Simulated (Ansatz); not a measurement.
Two isomers of CH6BFSn: A = `B[CH2][SnH2][F]`, B = `[BH2][SnH2][CH2]F`.

Program: Ansatz. Geometries: PBE0-D4/def2-TZVP. ΔE: electronic, gas phase. CCSD(T)/CBS adds triple-zeta CCSD(T) − MP2 to the extrapolated MP2 energy (def2 sets, frozen cores). Functionals use def2-TZVPP. B3LYP here is the variant with VWN-RPA as its local correlation; programs differ in this. Elements past krypton have def2 core potentials. For Sn outer-core shells are correlated without core-valence functions, which leaves a few kJ/mol of doubt a bond. One conformer a species, not always the lowest.

Which isomer does CCSD(T)/CBS put lower? Give the gap. (Best estimate.)

Ansatz gave: A, by 53.5 kcal/mol.

Give E(B) − E(A) in kcal/mol with B3LYP-D4, r2SCAN-D4, CCSD/def2-TZVPP, B2PLYP, HF/def2-TZVPP, B3LYP, PBE-D4. (Best estimate.)

The calculation gave: B3LYP-D4 51.5, r2SCAN-D4 53.6, CCSD/def2-TZVPP 50.6, B2PLYP 52.6, HF/def2-TZVPP 50.0, B3LYP 51.1, PBE-D4 51.1. None reverses the order clearly.

Largest T1 diagnostic: 0.013.

In def2-TZVPP, CCSD(T) changes the Hartree–Fock value by +1.2 kcal/mol (the triples alone add +0.6 kcal/mol) and MP2 by +4.7 kcal/mol.
